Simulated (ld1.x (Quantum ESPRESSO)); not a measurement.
Pd (Z = 46): one change to an RRKJ potential, before and after

palladium, norm-conserving RRKJ (Kleinman–Bylander form), made with ld1.x (Quantum ESPRESSO) 7.5 (PBEsol, scalar-relativistic). Core [Ar] 3d10, reference 4s2 4p6 4d8 5s0 5p0 (charge +2). Waves: 4p (bound): rc 1.25 bohr; 4d (bound): rc 1.05 bohr; 4s (bound): rc 1.45 bohr. Local part: the s channel. Core correction: Bessel-smoothed model core inside 1.00 bohr. rho0 = 0.02.

Change: all radii but the core radius scaled by about 0.86 (s 1.24, p 1.08, d 0.90 bohr).

Cutoffs: the cutoffs (Ry, on a coarse ladder) from which the occupation-weighted sum of valence levels, in a spherical-Bessel basis at the reference potential, stays within 10 and 1 mRy of its value at 400 Ry; they do not see the model core or the augmentation charge, which bear on the density cutoff. Errors are all-electron minus pseudo energies relative to the spin-unpolarised reference configuration.

Q: Predict the effect on cutoff, ghosts and configuration errors.

A: The potential gets harder (140 Ry and 200 Ry → 160 Ry and 260 Ry); the number of tests that count goes from 7 to 6; of the 6 tests that both files solve, the error grows in 0 and shrinks in 6 by more than 15 % and 0.3 meV (median size 38.0 → 20.1 meV); neither file shows a bound ghost at the reference potential, the only one tested. A smaller radius makes the pseudo-wave follow the all-electron one further in, where it bends more sharply, so more plane waves are needed. Less of the atom is replaced, so other configurations are described better.

| quantity | base | changed |
| --- | --- | --- |
| cutoff, loose | 140 Ry | 160 Ry |
| cutoff, tight | 200 Ry | 260 Ry |
| loose cutoff by channel (10 mRy a level) | p 80 Ry, d 55 Ry, s 45 Ry | p 100 Ry, d 110 Ry, s 90 Ry |
| bound ghosts | none | none |
| tests counted (converged, no solver errors) | 7 of 7 | 6 of 7 |
| error for 4s2 4p6 4d10 5s0 5p0, meV [ΔE -29.94 eV] | +45 | +17 |
| error for 4s2 4p6 4d9 5s0 5p0, meV [ΔE -20.82 eV] | +17 | +7.4 |
| error for 4s2 4p6 4d7 5s0 5p0, meV [ΔE 34.35 eV] | +24 | +8.4 |
| error for 4s2 4p6 4d6 5s0 5p0, meV [ΔE 83.67 eV] | +121 | +49 |
| error for 4s2 4p5 4d10 5s0 5p0, meV [ΔE 27.17 eV] | -31 | -23 |
| error for 4s2 4p6 4d9 5s1 5p0, meV [ΔE -28.43 eV] | +1049 | +361 |

Changed file: Tests not counted: 4s2 4p6 4d9 5s0 5p1 (solver errors, printed error -2.1 eV).
